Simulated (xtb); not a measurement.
CH12Si5, SMILES [SiH3][Si]1([SiH2]C[SiH2]1)[SiH3]. All values are semi-empirical tight-binding results from xtb (GFN2-xTB unless named), good for trends rather than for accurate numbers. Coordinates come from a GFN2-xTB optimisation. The structure was generated by enumeration, and PubChem lists no compound with its InChIKey, so it may never have been made.

Optimised geometry:

```xyz
18

Si     1.3536    -0.8165    -2.0821
Si     0.4128    -0.0908    -0.0761
Si     2.0451     0.0953     1.5794
Si    -1.1132     1.7234    -0.2330
C     -2.4763     0.5480     0.4471
Si    -1.5981    -1.1565     0.6068
H      2.3540     0.1250    -2.5915
H      0.3632    -0.9857    -3.1467
H      2.0389    -2.1035    -1.9405
H      3.1120     1.0281     1.2082
H      2.7009    -1.1858     1.8546
H      1.5059     0.5680     2.8558
H     -0.9688     2.9180     0.6098
H     -1.4841     2.2352    -1.5597
H     -3.3474     0.5048    -0.2042
H     -2.8517     0.8927     1.4095
H     -2.2286    -2.1516    -0.2711
H     -1.7398    -1.7017     1.9634
```

Computed properties:
```yaml
orbital_gap: 3.34 eV
dipole_moment: 0.13 D
zero_point_energy: 67.1 kcal/mol
G − E(el) at 298.15 K (modified RRHO): 41.9 kcal/mol
static polarisability (D4 model): 150.0 bohr³
solvation energy, GFN2-xTB/ALPB(water): -1.2 kcal/mol
solvation energy, GFN2-xTB/ALPB(acetone): -6.5 kcal/mol
```

Computed atomic charges and the Wiberg bond orders between heavy atoms:
charges (e) Si1 0.35, Si2 0.12, Si3 0.35, Si4 0.36, C5 -0.27, Si6 0.36, H7 -0.13, H8 -0.13, H9 -0.13, H10 -0.13, H11 -0.13, H12 -0.13, H13 -0.12, H14 -0.12, H15 0.00, H16 0.00, H17 -0.12, H18 -0.12. Bond orders Si1–Si2 0.85, Si2–Si3 0.85, Si2–Si4 0.83, Si4–C5 0.91, Si2–Si6 0.83, C5–Si6 0.91.
